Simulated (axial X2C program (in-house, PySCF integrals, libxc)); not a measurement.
# Spin–orbit effects down a group: molecules with C, HF

All values come from calculations with an in-house all-electron X2C program for linear molecules (integrals from PySCF), spin-free (one-electron X2C) or two-component (2c: spin–orbit coupling with atomic mean-field Coulomb and Gaunt terms, which also bring small scalar terms), in Dyall basis sets with cores contracted in-house; open shells are unrestricted.

Basis sets: C dyall-v3z, Ge dyall-cv3z, Si dyall-v3z, Sn dyall-cv3z.

```
molecule  spin-free state  Re (Å)  ωe (cm⁻¹)  De (eV)  2c state  Re 2c (Å)  ωe 2c (cm⁻¹)  De 2c (eV)
     SiC   M_S = 1, Λ = 1   1.760      824.2     2.54     Ω = 2      1.761         823.7        2.55
     GeC   M_S = 1, Λ = 1   1.865      671.7     2.04     Ω = 2      1.867         669.8         n/a
     SnC   M_S = 1, Λ = 1   2.099      575.6     1.67     Ω = 2      2.102         572.4         n/a
```

Task: Work out the shifts from the spin-free to the two-component result.

Result: 

```
molecule  2c state  ΔRe (Å)  Δωe (cm⁻¹)  ΔDe (eV)
     SiC     Ω = 2    0.001        -0.5      0.01
     GeC     Ω = 2    0.002        -1.9       n/a
     SnC     Ω = 2    0.003        -3.2       n/a
```

Shifts of one unit in the last digit are rounding.

Each entry is the lowest single determinant of a limited PBE0 search at one distance. De goes to single-determinant-based atoms at the same level (for ions the charge split of lowest energy) and is withheld (n/a) where an atom does not fit its ground term or J level. Main or longest-lived isotopes. One determinant is a doubtful description, or other states lie close, for SiC, GeC, SnC; these need not be ground states, and all values refer to the states named. Some open-shell Ω = 0 determinants are out of reach, so the Ω given for SiC, GeC, SnC need not be the lowest component. With several unpaired electrons the Ω given is that of one determinant, not necessarily of the lowest component. Some light 2c atoms are not at their ground J level, so De misses part of their lowering (0.04 eV or less).
